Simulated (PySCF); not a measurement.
C4H5F. Atoms are numbered in the order given.

```xyz
10

C     -2.1883    -0.8056    -0.2345
C     -1.2732     0.3442     0.0523
C      0.0197     0.2595     0.2531
C      1.3017     0.1648     0.4977
F      2.2413     0.2390    -0.4521
H     -1.6462    -1.7603    -0.2534
H     -2.6882    -0.6658    -1.2068
H     -2.9835    -0.8655     0.5265
H     -1.7349     1.3420     0.0920
H      1.7220     0.0207     1.4986
```

Geometry: PBE0-D3(BJ)/def2-SVP.

The numbers are results of TDA-ωB97X/def2-SVPD (PySCF), not measurements.

Vertical excitations. Isolated molecule, no solvent.

Question: Give excitation energies, oscillator strengths and character. (An estimate is asked for; the answer gives what the named calculation found.)

Answer: 
```
state  energy (eV)  λ (nm)      f                                                                main pairs
-----  -----------  ------  -----  ------------------------------------------------------------------------
S1            5.30     234  0.001                                                            HOMO→LUMO 95 %
S2            6.69     185  0.000                                    HOMO−1→LUMO+1 63 %, HOMO−1→LUMO+2 25 %
S3            7.50     165  0.012                                        HOMO→LUMO+1 51 %, HOMO−1→LUMO 35 %
S4            7.66     162  0.186                                        HOMO→LUMO+2 48 %, HOMO−1→LUMO 33 %
S5            8.05     154  0.142                  HOMO−1→LUMO+2 52 %, HOMO−1→LUMO+1 20 %, HOMO→LUMO+2 10 %
S6            8.35     149  1.292  HOMO→LUMO+2 29 %, HOMO→LUMO+1 22 %, HOMO−1→LUMO 17 %, HOMO−1→LUMO+2 10 %
S7            9.06     137  0.065                                        HOMO→LUMO+4 66 %, HOMO→LUMO+5 17 %
S8            9.22     135  0.035                    HOMO−1→LUMO+3 53 %, HOMO−2→LUMO 12 %, HOMO→LUMO+3 11 %
S9            9.23     134  0.066                     HOMO→LUMO+3 48 %, HOMO−1→LUMO+3 16 %, HOMO→LUMO+4 9 %
S10           9.29     134  0.007                                                          HOMO−2→LUMO 69 %
T1            4.38     283      0                                                          HOMO−1→LUMO 76 %
T2            4.74     261      0                      HOMO→LUMO+1 41 %, HOMO→LUMO+2 30 %, HOMO−1→LUMO 12 %
T3            4.92     252      0                                                            HOMO→LUMO 93 %
T4            6.34     196      0                                    HOMO−1→LUMO+1 59 %, HOMO−1→LUMO+2 29 %
```
Triplets are in the Tamm–Dancoff approximation.
